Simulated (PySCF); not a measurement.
Electron correlation in Cl+ (chlorine, charge +1)

[Ne] 3s2 3p4, high-spin 3P determinant. Calculation: PySCF 2.14, in x2c-SVPall (4s3p1d, 18 functions); scalar relativity by spin-free X2C-1e. Frozen: [Ne]; 6 electrons correlated.

MP2 pair energies summed by pair of shells (mhartree):

```csv
pair,energy,share (%)
3p-3p,-43.36,48.7
3s-3p,-38.20,42.9
3s-3s,-7.49,8.4
```

Total MP2 correlation energy: -89.04 mhartree.

Same-spin part -21.77 and opposite-spin part -67.27 mhartree; SCS-MP2 scales them by 1/3 and 6/5 to -87.98 mhartree.

| level | correlation energy (mhartree) |
| --- | --- |
| CCSD | -108.12 |
| (T) | -1.03 |
| CCSD(T) | -109.15 |

Diagnostics: T1 = 0.0061, D1 = 0.0199, largest double amplitude 0.051.

**Question.** Is a single reference adequate?

**Answer.** Yes: T1 lies below 0.03 and no double amplitude reaches 0.07.
